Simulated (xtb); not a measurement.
Input for xtb: GFN2-xTB on C3H6O2 (SMILES COC(C)=O), a point of a torsion scan.

```
$ xtb mol.xyz --gfn 2 --opt vtight --chrg 0 --uhf 0 --input xcontrol
11

C      1.91240119     0.14460421     0.14500722
O      0.54748184     0.02627882     0.50457350
C     -0.49448086    -0.00903576    -0.40614692
C     -1.87941052    -0.13835755     0.15846498
O     -0.32484479     0.06141724    -1.65184848
H      2.06510231     0.66780226    -0.81030584
H      2.40766339     0.66121464     1.00742158
H      2.38844927    -0.86997045     0.11308952
H     -2.50321893    -0.78398850    -0.48331563
H     -2.28340425     0.88111916     0.27949013
H     -1.83573051    -0.64120579     1.14356535
$constrain
  force constant=1.0
  dihedral: 5,3,2,1,0.0
$end
```

Program output:

```
[...]
           -------------------------------------------------
          |                Calculation Setup                |
           -------------------------------------------------



           -------------------------------------------------
          |                 G F N 2 - x T B                 |
           -------------------------------------------------

        Reference                      10.1021/acs.jctc.8b01176
      * Hamiltonian:
        H0-scaling (s, p, d)           1.850000    2.230000    2.230000
        zeta-weighting                 0.500000
      * Dispersion:
        s8                             2.700000
        a1                             0.520000
        a2                             5.000000
        s9                             5.000000
      * Repulsion:
        kExp                           1.500000    1.000000
        rExp                           1.000000
      * Coulomb:
        alpha                          2.000000
        third order                    shell-resolved
        anisotropic                    true
        a3                             3.000000
        a5                             4.000000
        cn-shift                       1.200000
        cn-exp                         4.000000
        max-rad                        5.000000


          ...................................................
          :                      SETUP                      :
          :.................................................:
          :  # basis functions                  26          :
          :  # atomic orbitals                  26          :
          :  # shells                           16          :
          :  # electrons                        30          :
          :  max. iterations                   250          :
          :  Hamiltonian                  GFN2-xTB          :
          :  restarted?                      false          :
          :  GBSA solvation                  false          :
          :  PC potential                    false          :
          :  electronic temp.          300.0000000     K    :
          :  accuracy                    1.0000000          :
          :  -> integral cutoff          0.2500000E+02      :
          :  -> integral neglect         0.1000000E-07      :
          :  -> SCF convergence          0.1000000E-05 Eh   :
          :  -> wf. convergence          0.1000000E-03 e    :
          :  Broyden damping             0.4000000          :
          :  net charge                          0          :
          :  unpaired electrons                  0          :
          ...................................................

 iter      E             dE          RMSdq      gap      omega  full diag
   1    -17.6876752 -0.176877E+02  0.503E+00    5.61       0.0  T
   2    -17.7404630 -0.527877E-01  0.255E+00    4.15       1.0  T
   3    -17.7457274 -0.526448E-02  0.161E+00    4.86       1.0  T
   4    -17.7504721 -0.474466E-02  0.201E-01    4.50       1.0  T
   5    -17.7506699 -0.197801E-03  0.883E-02    4.56       1.0  T
   6    -17.7506723 -0.243759E-05  0.131E-02    4.56       2.3  T
   7    -17.7506728 -0.470482E-06  0.642E-03    4.56       4.7  T
   8    -17.7506729 -0.606499E-07  0.194E-03    4.56      15.6  T
   9    -17.7506729 -0.362344E-08  0.715E-04    4.56      42.2  T
  10    -17.7506729 -0.167072E-08  0.188E-04    4.56     160.4  T

   *** convergence criteria satisfied after 10 iterations ***

         #    Occupation            Energy/Eh            Energy/eV
      -------------------------------------------------------------
         1        2.0000           -0.7368361             -20.0503
       ...           ...                  ...                  ...
         9        2.0000           -0.5215764             -14.1928
        10        2.0000           -0.5066418             -13.7864
        11        2.0000           -0.4881528             -13.2833
        12        2.0000           -0.4816067             -13.1052
        13        2.0000           -0.4709510             -12.8152
        14        2.0000           -0.4420514             -12.0288
        15        2.0000           -0.4174070             -11.3582 (HOMO)
        16                         -0.2499037              -6.8002 (LUMO)
        17                         -0.0260859              -0.7098
        18                          0.0949168               2.5828
        19                          0.1080081               2.9390
        20                          0.1219454               3.3183
       ...                                ...                  ...
        26                          0.4800243              13.0621
      -------------------------------------------------------------
                  HL-Gap            0.1675033 Eh            4.5580 eV
             Fermi-level           -0.3336554 Eh           -9.0792 eV

 SCC (total)                   0 d,  0 h,  0 min,  0.007 sec
 SCC setup         
[...]
::::::::::::::::::::::::::::::::::::::::::::::::
         ::                     SUMMARY                     ::
         :::::::::::::::::::::::::::::::::::::::::::::::::::::
         :: total energy             -17.619799334204 Eh    ::
         :: gradient norm              0.000031561354 Eh/a0 ::
         :: HOMO-LUMO gap              5.199081503952 eV    ::
         ::.................................................::
         :: SCC energy               -17.796701637345 Eh    ::
         :: -> isotropic ES            0.044669161702 Eh    ::
         :: -> anisotropic ES          0.001269390571 Eh    ::
         :: -> anisotropic XC          0.002216618202 Eh    ::
         :: -> dispersion             -0.004717285061 Eh    ::
         :: repulsion energy           0.176902221390 Eh    ::
         :: add. restraining           0.000000081751 Eh    ::
         :: total charge               0.000000000000 e     ::
         :::::::::::::::::::::::::::::::::::::::::::::::::::::

           -------------------------------------------------
          |                Property Printout                |
           -------------------------------------------------

    * Orbital Energies and Occupations

         #    Occupation            Energy/Eh            Energy/eV
      -------------------------------------------------------------
         1        2.0000           -0.7460203             -20.3002
       ...           ...                  ...                  ...
         3        2.0000           -0.6777805             -18.4433
         4        2.0000           -0.6270469             -17.0628
         5        2.0000           -0.6099690             -16.5981
         6        2.0000           -0.5897968             -16.0492
         7        2.0000           -0.5640136             -15.3476
         8        2.0000           -0.5623023             -15.3010
         9        2.0000           -0.5218707             -14.2008
        10        2.0000           -0.5057282             -13.7616
        11        2.0000           -0.4876309             -13.2691
        12        2.0000           -0.4822851             -13.1236
        13        2.0000           -0.4770564             -12.9814
        14        2.0000           -0.4499237             -12.2430
        15        2.0000           -0.4198606             -11.4250 (HOMO)
        16                         -0.2287979              -6.2259 (LUMO)
        17                          0.0159906               0.4351
        18                          0.1294751               3.5232
        19                          0.1377829               3.7493
        20                          0.1570065               4.2724
        21                          0.1662388               4.5236
        22                          0.1904739               5.1831
        23                          0.2074322               5.6445
        24                          0.2150613               5.8521
        25                          0.2929770               7.9723
        26                          0.6563976              17.8615
      -------------------------------------------------------------
                  HL-Gap            0.1910627 Eh            5.1991 eV
             Fermi-level           -0.3243292 Eh           -8.8254 eV

     #   Z          covCN         q      C6AA      α(0)
     1   6 C        3.655     0.032    20.326     6.472
     2   8 O        1.705    -0.263    18.354     5.784
     3   6 C        2.719     0.361    20.877     7.480
     4   6 C        3.753    -0.148    23.417     6.901
     5   8 O        0.856    -0.407    21.825     6.264
     6   1 H        0.924     0.062     2.174     2.306
     7   1 H        0.925     0.069     2.102     2.267
     8   1 H        0.924     0.063     2.165     2.301
     9   1 H        0.925     0.078     1.998     2.211
    10   1 H        0.925     0.081     1.973     2.196
    11   1 H        0.925     0.073     2.058     2.243

 Mol. C6AA /au·bohr⁶  :        987.416366
 Mol. C8AA /au·bohr⁸  :      20946.344715
 Mol. α(0) /au        :         46.424356


Wiberg/Mayer (AO) data.
largest (>0.10) Wiberg bond orders for each atom

 ---------------------------------------------------------------------------
     #   Z sym  total        # sym  WBO       # sym  WBO       # sym  WBO
 ---------------------------------------------------------------------------
     1   6 C    3.928 --     7 H    0.982     6 H    0.977     8 H    0.977
                             2 O    0.958
     2   8 O    2.302 --     3 C    1.125     1 C    0.958     5 O    0.172
     3   6 C    3.917 --     5 O    1.761     2 O    1.125     4 C    0.987
     4   6 C    3.992 --     3 C    0.987    11 H    0.980     9 H    0.975
                            10 H    0.956
     5   8 O    2.041 --     3 C    1.761     2 O    0.172
     6   1 H    0.996 --     1 C    0.977
     7   1 H    0.995 --     1 C    0.982
     8   1 H    0.996 --     1 C    0.977
     9   1 H    0.994 --     4 C    0.975
    10   1 H    0.993 --     4 C    0.956
    11   1 H    0.995 --     4 C    0.980
 ---------------------------------------------------------------------------

Topologies differ in total number of bonds
Writing topology from bond orders to xtbtopo.mol

molecular dipole:
                 x           y           z       tot (Debye)
 q only:        0.051       0.128       0.758
   full:        0.041       0.154       0.843       2.180
molecular quadrupole (traceless):
                xx          xy          yy          xz          yz          zz
 q only:        6.945       0.489      -0.788      -0.417      -0.780      -6.156
  q+dip:        6.042       0.204       0.945      -0.198      -1.117      -6.988
   full:        6.464       0.219       1.117      -0.304      -1.235      -7.581

           -------------------------------------------------
          |                Geometry Summary                 |
           -------------------------------------------------

      molecular mass/u    :       74.0786620
   center of mass at/Å    :        0.0092091      -0.0360294      -0.2109844
  moments of inertia/u·Å² :        0.4899489E+02   0.1207190E+03   0.1634176E+03
rotational constants/cm⁻¹ :        0.3440692E+00   0.1396435E+00   0.1031568E+00

 * 9 selected distances

     #   Z          #   Z                                           value/Å
     1   6 C        2   8 O                                       1.4208220 (max)
     2   8 O        3   6 C                                       1.3401222
     3   6 C        5   8 O                                       1.2015171
     1   6 C        6   1 H                                       1.0918407
     1   6 C        7   1 H                                       1.0867858
Note: The following floating-point exceptions are signalling: IEEE_UNDERFLOW_FLAG IEEE_DENORMAL
normal termination of xtb
     1   6 C        8   1 H                                       1.0918014
     4   6 C        9   1 H                                       1.0859751
     4   6 C       10   1 H                                       1.0884902
     4   6 C       11   1 H                                       1.0852341 (min)

 * 2 distinct bonds (by element types)

   Z      Z             #   av. dist./Å        max./Å        min./Å
   1 H    6 C           6     1.0883546     1.0918407     1.0852341
   6 C    8 O           3     1.3208204     1.4208220     1.2015171


optimized geometry written to: xtbopt.xyz


           -------------------------------------------------
          | TOTAL ENERGY              -17.619799334204 Eh   |
          | GRADIENT NORM               0.000031561354 Eh/α |
          | HOMO-LUMO GAP               5.199081503952 eV   |
           -------------------------------------------------

------------------------------------------------------------------------
------------------------------------------------------------------------
 total:
 SCF:
 ANC optimizer:
```

The run finished.

Warnings raised: the energy holds the restraint's term.

Cost: very roughly 0.3 core-seconds.
